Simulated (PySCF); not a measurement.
## As (arsenic, neutral): UHF calculation

Configuration: [Ar] 3d10 4s2 4p3, high-spin 4S determinant. All numbers are calculated (PySCF 2.14, the spin-free X2C one-electron Hamiltonian (Gaussian nucleus), in cc-pVDZ-DK).

```json
{
  "Total energy": "-2258.916901 hartree",
  "One-electron energy": "-3146.1458 hartree",
  "Hartree (Coulomb) energy": "969.9836 hartree",
  "Exchange energy": "-82.7547 hartree",
  "⟨S²⟩": "3.7509",
  "⟨L²⟩": "0.000",
  "Sum of ⟨r⟩": "24.61 bohr",
  "Sum of ⟨r²⟩": "40.18 bohr²",
  "Langevin diamagnetic susceptibility": "-31.8 ×10⁻⁶ cm³/mol",
  "Time after the integrals": "0.05 s of wall time on 1 thread of Neoverse-V2 (shared host)"
}
```

```csv
shell,electrons,mean orbital energy (eV),"rms radius, mean of both spins (bohr)"
1s α,1,-11943.8,0.0524
1s β,1,-11943.6,0.0524
2s α,1,-1572.3,0.219
2s β,1,-1572.2,0.219
2p α,3,-1374.1,0.196
2p β,3,-1373.9,0.196
3s α,1,-225.41,0.639
3s β,1,-225.01,0.639
3p α,3,-161.80,0.667
3p β,3,-161.25,0.667
3d α,5,-56.330,0.751
3d β,5,-56.015,0.751
4s α,1,-22.617,2.14
4s β,1,-15.566,2.14
4p α,3,-9.983,2.68
```

Densities and radii are taken from the X2C orbitals without a picture-change correction, which distorts them close to the nucleus.
